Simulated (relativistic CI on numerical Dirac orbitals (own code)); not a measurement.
What each ingredient does to the levels of Ho51+

Base calculation: Dirac-Coulomb-Breit CI, KLI orbitals optimised for each configuration, QED by a radiative potential, unscaled Slater integrals.

CI space (outside the closed core [Ne]): 3s²3p⁴, 3s3p⁵, 3s²3p³3d, 3p⁶, 3s3p⁴3d, 3p⁵3d, 3s3p³3d², 3s²3p²3d4p, 3p⁵4s, 3s3p³3d4s, 3s²3p³4s, 3p⁵4p, 3s²3p²3d², 3s²3p3d³, 3s3p²3d³, 3s²3p3d²4s, 3p⁴3d², 3p³3d³, 3p³3d²4s, 3s²3p²3d4s, 3s3p²3d²4s, 3s²3p3d4s². Double excitations out of closed p, d and f shells are left out; levels of such configurations are missing from the list, as are those of other unlisted configurations, and high levels can miss mixing partners.

Variants: (1) configuration mixing switched off; (2) non-relativistic limit. Shifts of the energy above 3s²3p⁴ ³P2, in eV, for the lowest level and the first level of each name with at least 55 % of one term (blank where a level changes its place among those of its configuration and J or its character, or is not in the variant):

| Level | Base | Δ(1) | Δ(2) |
| --- | --- | --- | --- |
| 3s²3p⁴ ³P2 | 0.000 | 0.000 | 0.000 |
| 3s²3p⁴ ¹S0 | 17.463 | +1.169 |  |
| 3s²3p³3d ³P°0 | 213.988 | -1.862 |  |
| 3s²3p⁴ ³P1 | 214.583 | +1.046 | -214.583 |
| 3s²3p⁴ ¹D2 | 223.436 | +1.391 | -210.204 |
| 3s3p⁵ ³P°2 | 372.930 | +10.884 | -242.834 |
| 3s²3p⁴ ³P0 | 444.611 | +3.759 |  |
| 3s²3p³3d ³G°5 | 477.990 | -2.141 | -272.078 |
| 3s3p⁵ ³P°0 | 590.731 | +13.401 | -460.636 |
| 3s3p⁴3d ⁵F5 | 616.408 | +0.868 | -301.887 |

At this charge energies of transitions that change n are usually good to better than 1 %, and those within a shell (Δn = 0) to a few per cent.

Ionisation energy from the two ground configurations alone: base 4692.66 eV. The NIST ASD value (theoretical) is 4693 eV.

LS names give the leading component of a level, which can be under half, so a name can repeat, a term be missing and a line seem to break the LS rules.
